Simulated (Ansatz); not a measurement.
Ansatz (a first-principles code) input for Cu₂I₄, SMILES [I][Cu]1[I][Cu]([I])[I]1, multiplicity 3, PBE-D3(BJ)/def2-SVP. 

Ansatz 0.2 input:
```yaml
crystal:
  periodic: [false, false, false]
  atoms:
    - {symbol: Cu, position_ang: [0.45548614, 1.53051580, 0.00000000]}
    - {symbol: Cu, position_ang: [-0.45548614, -1.53051580, -0.00000000]}
    - {symbol: I, position_ang: [-1.96494565, 0.54365880, 0.00000000]}
    - {symbol: I, position_ang: [1.96494565, -0.54365880, -0.00000000]}
    - {symbol: I, position_ang: [0.17322571, 3.96483977, -0.00000000]}
    - {symbol: I, position_ang: [-0.17322571, -3.96483977, 0.00000000]}
basis:
  gaussian:
    orbitals: def2-SVP
hamiltonian:
  xc: pbe
  dispersion: d3bj
magnetization: {spin_polarized: true, initial_magnetization: 2}
relax: {f_tol: 0.002, max_steps: 200}
```

Log of the run:

```
WARN ansatz: RAYON_NUM_THREADS=2 ignored (pool sized by the plan → 2); use --threads N
Functional definition: PBE
integrals: 0.18 GiB planned
2032 factors; their error is unknown
mean field: 0.96 GiB planned
mean field evaluation 1: about -121658.8919 eV, gradient 3.4e1 eV
mean field evaluation 2: about -121420.0882 eV, gradient 2.8e2 eV
mean field evaluation 4: about -121662.5173 eV, gradient 9.1e0 eV
mean field evaluation 8: about -121663.1505 eV, gradient 7.2e-1 eV
mean field evaluation 16: about -121663.1125 eV, gradient 7.6e-3 eV
mean field evaluation 32: about -121663.1125 eV, gradient 1.2e-5 eV
mean field evaluation 64: about -121662.8814 eV, gradient 3.2e-6 eV
mean field evaluation 96: about -121662.7706 eV, gradient 3.3e-1 eV
mean field evaluation 128: about -121661.1149 eV, gradient 1.1e1 eV
mean field evaluation 160: about -121662.1184 eV, gradient 2.1e0 eV
mean field evaluation 192: about -121662.8067 eV, gradient 1.5e-5 eV
mean field -121663.11252274 eV, -4471.0369189913 hartree, gradient 1.1e-5 eV, S^2 2.001697; 11 other end points of the search recorded, 0 dependent functions left out
the calculation of the forces begins
reference -121663.11257686 eV, -4471.0369209802 hartree; 80, 78 occupied and 86, 88 virtual orbitals, 2032 factors
relax step   1: F+E_penalty+E_count = -121663.50517864 eV  Δ(F+E_penalty+E_count) = +0.000e0 eV  max|allowed force component| = 1.924e-1 eV/Å  Δτ_max = 0.0000 Å  (682 SCF iters, accepted)
these checks for a lower state are left out or cut short: starts, cluster_reference, orbital_swaps, neighbouring_geometries, increment
integrals: 0.18 GiB planned
2032 factors; their error is unknown
mean field: 0.97 GiB planned
mean field -121663.13353314 eV, -4471.0376911089 hartree, gradient 8.4e-6 eV, S^2 2.001711; 0 other end points of the search recorded, 0 dependent functions left out
the calculation of the forces begins
reference -121663.13358658 eV, -4471.0376930730 hartree; 80, 78 occupied and 86, 88 virtual orbitals, 2032 factors
relax step   2: F+E_penalty+E_count = -121663.53387727 eV  Δ(F+E_penalty+E_count) = -2.870e-2 eV  max|allowed force component| = 1.100e-1 eV/Å  Δτ_max = 0.0981 Å  (54 SCF iters, accepted)
these checks for a lower state are left out or cut short: starts, cluster_reference, orbital_swaps, neighbouring_geometries, increment
integrals: 0.18 GiB planned
2032 factors; their error is unknown
mean field: 0.99 GiB planned
mean field evaluation 224: about -121663.1644 eV, gradient 2.1e-5 eV
mean field -121663.16443719 eV, -4471.0388268121 hartree, gradient 2.6e-6 eV, S^2 2.001819; 0 other end points of the search recorded, 0 dependent functions left out
the calculation of the forces begins
reference -121663.16448924 eV, -4471.0388287248 hartree; 80, 78 occupied and 86, 88 virtual orbitals, 2032 factors
relax step   3: F+E_penalty+E_count = -121663.57617935 eV  Δ(F+E_penalty+E_count) = -4.230e-2 eV  max|allowed force component| = 1.432e-1 eV/Å  Δτ_max = 0.1954 Å  (58 SCF iters, accepted)
these checks for a lower state are left out or cut short: starts, cluster_reference, orbital_swaps, neighbouring_geometries, increment
integrals: 0.18 GiB planned
2032 factors; their error is unknown
mean field: 0.99 GiB planned
mean field -121663.17532692 eV, -4471.0392270021 hartree, gradient 1.9e-6 eV, S^2 2.001829; 0 other end points of the search recorded, 0 dependent functions left out
the calculation of the forces begins
reference -121663.17537912 eV, -4471.0392289205 hartree; 80, 78 occupied and 86, 88 virtual orbitals, 2032 factors
relax step   4: F+E_penalty+E_count = -121663.58334765 eV  Δ(F+E_penalty+E_count) = -7.168e-3 eV  max|allowed force component| = 9.925e-2 eV/Å  Δτ_max = 0.0440 Å  (55 SCF iters, accepted)
these checks for a lower state are left out or cut short: starts, cluster_reference, orbital_swaps, neighbouring_geometries, increment
integrals: 0.18 GiB planned
2032 factors; their error is unknown
mean field: 0.99 GiB planned
mean field -121663.17647520 eV, -4471.0392692005 hartree, gradient 9.8e-6 eV, S^2 2.001833; 0 other end points of the search recorded, 0 dependent functions left out
the calculation of the forces begins
reference -121663.17652725 eV, -4471.0392711135 hartree; 80, 78 occupied and 86, 88 virtual orbitals, 2032 factors
relax step   5: F+E_penalty+E_count = -121663.58530999 eV  Δ(F+E_penalty+E_count) = -1.962e-3 eV  max|allowed force component| = 3.276e-2 eV/Å  Δτ_max = 0.0261 Å  (50 SCF iters, accepted)
these checks for a lower state are left out or cut short: starts, cluster_reference, orbital_swaps, neighbouring_geometries, increment
integrals: 0.18 GiB planned
2032 factors; their error is unknown
mean field: 0.99 GiB planned
mean field evaluation 256: about -121663.1773 eV, gradient 1.7e-5 eV
mean field -121663.17730912 eV, -4471.0392998467 hartree, gradient 1.7e-6 eV, S^2 2.001829; 0 other end points of the search recorded, 0 dependent functions left out
the calculation of the forces begins
reference -121663.17736125 eV, -4471.0393017625 hartree; 80, 78 occupied and 86, 88 virtual orbitals, 2032 factors
relax step   6: F+E_penalty+E_count = -121663.58577919 eV  Δ(F+E_penalty+E_count) = -4.692e-4 eV  max|allowed force component| = 3.845e-3 eV/Å  Δτ_max = 0.0106 Å  (57 SCF iters, accepted)
these checks for a lower state are left out or cut short: starts, cluster_reference, orbital_swaps, neighbouring_geometries, increment
integrals: 0.18 GiB planned
2032 factors; their error is unknown
mean field: 0.99 GiB planned
mean field -121663.17723750 eV, -4471.0392972145 hartree, gradient 1.0e-6 eV, S^2 2.001831; 0 other end points of the search recorded, 0 dependent functions left out
the calculation of the forces begins
reference -121663.17728962 eV, -4471.0392991301 hartree; 80, 78 occupied and 86, 88 virtual orbitals, 2032 factors
relax step   7: F+E_penalty+E_count = -121663.58580002 eV  Δ(F+E_penalty+E_count) = -2.083e-5 eV  max|allowed force component| = 1.137e-3 eV/Å  Δτ_max = 0.0029 Å  (48 SCF iters, accepted)
integrals: 0.18 GiB planned
2032 factors; their error is unknown
mean field: 0.99 GiB planned
mean field evaluation 288: about -121661.3874 eV, gradient 1.9e1 eV
mean field evaluation 320: about -121663.0272 eV, gradient 3.8e-1 eV
mean field evaluation 352: about -121662.8512 eV, gradient 6.8e-6 eV
mean field evaluation 384: about -121662.9490 eV, gradient 9.9e-1 eV
mean field evaluation 416: about -121662.9828 eV, gradient 2.9e0 eV
mean field evaluation 448: about -121663.0044 eV, gradient 1.1e0 eV
mean field -121663.17723750 eV, -4471.0392972145 hartree, gradient 1.0e-6 eV, S^2 2.001831; 11 other end points of the search recorded, 0 dependent functions left out
the calculation of the forces begins
reference -121663.17728962 eV, -4471.0392991301 hartree; 80, 78 occupied and 86, 88 virtual orbitals, 2032 factors
Total energy: -121663.58585215 eV, -4471.0543135261 hartree
Atom 0 at     0.366432     1.247547     0.000000 Å, force    -0.000567    -0.001137     0.000000 eV/Å
Atom 1 at    -0.366432    -1.247547     0.000000 Å, force     0.000567     0.001137    -0.000000 eV/Å
Atom 2 at    -2.134500     0.592201    -0.000000 Å, force     0.000635     0.000102    -0.000000 eV/Å
Atom 3 at     2.134500    -0.592201    -0.000000 Å, force    -0.000635    -0.000102    -0.000000 eV/Å
Atom 4 at     0.161759     3.702413     0.000000 Å, force    -0.000054     0.000631     0.000000 eV/Å
Atom 5 at    -0.161759    -3.702413     0.000000 Å, force     0.000054    -0.000631     0.000000 eV/Å
Dipole moment:    -0.000000    -0.000000     0.000000 e Å
```

The calculation finished and met its thresholds.

Cost: roughly 6 core-minutes.
